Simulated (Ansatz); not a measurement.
Consider the formal exchange of groups at the Se–C bond: `C=[C]([GeH3])[SeH]` + `[SiH3]Br` → `[SeH][SiH2]Br` + `C=[CH][GeH3]`.

Program: Ansatz. Geometries: PBE0-D4/def2-TZVP. ΔE: electronic, gas phase. CCSD(T)/CBS is the MP2 limit (def2-TZVPP, def2-QZVPP) plus CCSD(T) − MP2 in def2-TZVPP, frozen cores. For Br, Ge, Se outer-core shells are correlated without core-valence functions, which leaves a few kJ/mol of doubt a bond. Scalar relativity is left out up to krypton. One conformer a species, not always the lowest.

| level | ΔE (kJ/mol) |
| --- | --- |
| MP2/CBS(def2) | -95.2 |
| CCSD/CBS(def2) | -99.1 |

Q: What does CCSD(T)/CBS give? (Best estimate.)

A: Computed: -96.5 kJ/mol. The listed levels differ from it by 1.3, -2.6 kJ/mol.

Largest T1 diagnostic among the species: 0.012.

In def2-TZVPP, CCSD(T) changes the Hartree–Fock value by +13.4 kJ/mol (the triples alone add +2.6 kJ/mol) and MP2 by +14.6 kJ/mol. From PBE to PBE0 (25 % exact exchange), in def2-TZVPP and without D4, ΔE moves by −4.1 kJ/mol. The D4 term adds +3.1 kJ/mol with B3LYP and +1.7 kJ/mol with PBE0; it sums over pairs of atoms, weighted by their polarisabilities, and B3LYP, whose exchange is more repulsive, gets the larger term.

B3LYP here is the variant with VWN-RPA as its local correlation; programs differ in this.
